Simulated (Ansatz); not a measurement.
A run for Ansatz (a quantum-chemistry and plane-wave program): R-wB97X-V/def2-TZVPP on H2 (SMILES [H][H]).

Ansatz 0.2 input:
```yaml
crystal:
  periodic: [false, false, false]
  atoms:
    - {symbol: H, position_ang: [0.00000000, 0.00000000, 0.37198582]}
    - {symbol: H, position_ang: [-0.00000000, -0.00000000, -0.37198582]}
basis:
  gaussian:
    orbitals: def2-TZVPP
hamiltonian:
  xc: {name: wB97X-V}
scf: {lower_state_search: off}
```

The log:

```
WARN ansatz: RAYON_NUM_THREADS=1 ignored (pool sized by the plan → 1); use --threads N
Functional definition: wB97X-V
these checks for a lower state are left out or cut short: stability, starts, cluster_reference, orbital_swaps, neighbouring_geometries, increment
integrals: 0.00 GiB planned
118 factors; their error is unknown
integrals: 0.04 GiB planned
42 factors; integrals over basis functions are off by at most 3.0e-5 eV
mean field: 0.06 GiB planned
mean field evaluation 1: about -31.8869 eV, gradient 2.2e0 eV
mean field evaluation 2: about -31.9004 eV, gradient 3.8e-1 eV
mean field evaluation 4: about -31.9088 eV, gradient 4.2e-1 eV
mean field evaluation 8: about -31.9087 eV, gradient 6.6e-5 eV
mean field -31.90871809 eV, -1.1726237614 hartree, gradient 8.4e-7 eV, S^2 0.000000; 0 other end points of the search recorded, 0 dependent functions left out
reference -31.90871709 eV, -1.1726237246 hartree; 1, 1 occupied and 27, 27 virtual orbitals, 118 factors
Total energy: -31.90871709 eV, -1.1726237246 hartree
Checks for a lower state left out: stability, starts, cluster_reference, orbital_swaps, neighbouring_geometries, increment
```

The calculation finished and met its thresholds.

Cost: roughly 0.4 core-seconds.
